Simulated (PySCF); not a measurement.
# Dipole response of Rh²⁺ (rhodium, charge +2)

[Kr] 4d7, high-spin 4F determinant. All numbers are calculated (PySCF 2.14, a scalar-relativistic core potential, in aug-cc-pwCVTZ-PP with ECP28MDF). Coupled (time-dependent) response in atomic units; α is the mean over directions.

```
 method  mean α (bohr³)  C₆ (like pair)  S(−4)
wB97M-V           7.454           39.46  15.44
```

S(−4) is the Cauchy moment in α(ω) = α(0) + S(−4) ω² + …

Spin-orbit coupling is absent.

α(iu) at wB97M-V:

```json
{"u (hartree)": "0", "α(iu) (bohr³)": "7.454"}
{"u (hartree)": "0.0500", "α(iu) (bohr³)": "7.416"}
{"u (hartree)": "0.100", "α(iu) (bohr³)": "7.306"}
{"u (hartree)": "0.200", "α(iu) (bohr³)": "6.919"}
{"u (hartree)": "0.300", "α(iu) (bohr³)": "6.412"}
{"u (hartree)": "0.500", "α(iu) (bohr³)": "5.382"}
{"u (hartree)": "0.750", "α(iu) (bohr³)": "4.322"}
{"u (hartree)": "1.00", "α(iu) (bohr³)": "3.517"}
{"u (hartree)": "1.50", "α(iu) (bohr³)": "2.428"}
{"u (hartree)": "2.00", "α(iu) (bohr³)": "1.755"}
{"u (hartree)": "3.00", "α(iu) (bohr³)": "1.018"}
{"u (hartree)": "5.00", "α(iu) (bohr³)": "0.4500"}
```

A single London oscillator, α(iu) = α/(1 + u²/ω²), gives C₆ = (3/4) ω α². Matching the computed C₆ needs ω = 4 × 39.46 / (3 × 7.454²) = 0.947 hartree.

For an ion, C₆ is the dispersion term alone; charge-induced terms of lower order in 1/R come first.

Energies and moments cover only the electrons outside the core potential.
